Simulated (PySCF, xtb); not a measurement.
C₃H₇O₂, SMILES C(C(O)C)[O] (connectivity only; charge and spin as stated), charge -1, multiplicity 1.

GFN2-xTB (xtb 6.7.1) at its own geometry gives an orbital gap of 8.19 eV.

The structure is a stationary point at PBE-D3(BJ)/def2-SVPD. The multiplicity is an assumed one; no other spin state was optimised. The isomer is the one that the SMILES or the coordinates give; other isomers of the formula were not compared. The values are those of a single conformer.

**Question.** What does ωB97X/def2-SVPD (PySCF) give? (Estimate from the structure and the level; the computed values follow.)

**Answer.** gap 8.05 eV (levels -2.24 and 5.81 eV).
